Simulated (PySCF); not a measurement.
# Bond length, frequency and bond energy of CsCl⁻ by level of theory

State: ²Σ⁺ (doublet), unpaired electrons σ ↑. Set-up: PySCF, scalar-relativistic core potentials, basis sets Cs def2-SVPD with ECP46, Cl def2-SVPD. De refers to Cs + Cl⁻ in their ground configurations, without counterpoise correction. The functionals are run spin-unrestricted. A positive dipole points towards Cl; it is taken about the centre of mass and depends on that origin.

```json
{"Level": "UHF", "Re (Å)": "3.225", "ωe (cm⁻¹)": "150", "De (eV)": "n/a", "μ (D)": "0.66"}
{"Level": "UHF-MP2", "Re (Å)": "3.200", "ωe (cm⁻¹)": "155", "De (eV)": "1.24", "μ (D)": "n/a"}
{"Level": "UHF-SCS-MP2", "Re (Å)": "3.208", "ωe (cm⁻¹)": "153", "De (eV)": "1.24", "μ (D)": "n/a"}
{"Level": "UHF-CCSD", "Re (Å)": "3.207", "ωe (cm⁻¹)": "154", "De (eV)": "n/a", "μ (D)": "n/a"}
{"Level": "UHF-CCSD(T)", "Re (Å)": "3.208", "ωe (cm⁻¹)": "153", "De (eV)": "1.23", "μ (D)": "n/a"}
{"Level": "PBE", "Re (Å)": "3.155", "ωe (cm⁻¹)": "152", "De (eV)": "1.21", "μ (D)": "-0.27"}
{"Level": "r²SCAN", "Re (Å)": "3.158", "ωe (cm⁻¹)": "157", "De (eV)": "1.27", "μ (D)": "-0.19"}
{"Level": "r²SCANh", "Re (Å)": "3.153", "ωe (cm⁻¹)": "158", "De (eV)": "1.27", "μ (D)": "-0.22"}
{"Level": "PBE0", "Re (Å)": "3.138", "ωe (cm⁻¹)": "158", "De (eV)": "1.26", "μ (D)": "0.15"}
{"Level": "M06", "Re (Å)": "3.126", "ωe (cm⁻¹)": "164", "De (eV)": "1.28", "μ (D)": "1.89"}
{"Level": "MN15", "Re (Å)": "3.140", "ωe (cm⁻¹)": "154", "De (eV)": "1.16", "μ (D)": "-2.92"}
{"Level": "LC-ωPBE", "Re (Å)": "3.137", "ωe (cm⁻¹)": "162", "De (eV)": "1.35", "μ (D)": "1.09"}
```

The bond length runs from 3.126 Å (M06) to 3.225 Å (UHF). De spans 1.16 eV (MN15, hybrid meta-GGA) to 1.35 eV (LC-ωPBE, range-separated hybrid).

Correlated steps freeze 5 core orbitals. Correlated levels converge slowly with the basis: in double zeta they bind strong bonds too weakly, by up to about 1 eV, and carry superposition errors of some tenths. Spin–orbit coupling is left out. For an ion De counts to the pair picked by the measured ionisation energies or electron affinities, which need not be the lowest pair at this level. Counting both spins, an empty level lies below a filled one in some of these solutions, because spin and occupation are held. The highest Kohn–Sham level is positive in this anion. Much of that is self-interaction error, but it also means that the finite basis helps to hold the extra electron. The state is the lowest determinant that a PBE0 search found; another state may lie lower at other levels.

The whole job (state search and all levels along the bond) took about 3.1 min on 1 thread of Arm Neoverse V2 (shared host), peak memory 0.66 GiB.
